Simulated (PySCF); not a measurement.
KSr⁺: energy against distance

Set-up: basis K def2-SVPD, Sr def2-SVPD with ECP28; scalar-relativistic core potentials; PySCF 2.14. Energies in eV from K⁺ + Sr in their ground configurations at the same level. State: ¹Σ⁺ (singlet), closed shell.

All columns are PBE0. A positive dipole points towards Sr; it is taken about the centre of mass and depends on that origin.

```csv
R (Å),E (eV),μ (D),Mulliken charge on K (basis-dependent),HOMO (eV),LUMO (eV),Mayer bond order,⟨S²⟩
3.688,-0.475,-4.57,0.65,-7.93,-4.97,0.60,0.00
3.860,-0.559,-4.95,0.62,-7.84,-4.98,0.62,0.00
4.032,-0.606,-5.39,0.63,-7.75,-4.98,0.62,0.00
4.160,-0.622,-5.76,0.64,-7.68,-4.99,0.60,0.00
4.289,-0.627,-6.15,0.66,-7.61,-4.99,0.57,0.00
4.418,-0.622,-6.57,0.69,-7.55,-5.00,0.54,0.00
4.589,-0.604,-7.16,0.72,-7.46,-5.01,0.50,0.00
4.804,-0.570,-7.94,0.75,-7.35,-5.02,0.45,0.00
5.061,-0.520,-8.93,0.79,-7.22,-5.03,0.39,0.00
5.404,-0.446,-10.32,0.82,-7.06,-5.06,0.33,0.00
```

A fit through these points gives, at Re = 4.280 Å, μ = -6.12 D and dμ/dR = -3.14 D/Å; the reduced mass is 27.0 u.

Q: How strong is the fundamental in the double-harmonic approximation, I = 42.26·(dμ/dR)²/μred km/mol?

A: I = 42.26·(-3.14)²/27.0 = 15.4 km/mol at PBE0.

Closed-shell solutions of metal pairs were not tested for spin polarisation, which can lower them a little. For an ion De counts to the pair picked by the measured ionisation energies or electron affinities, which need not be the lowest pair at this level.
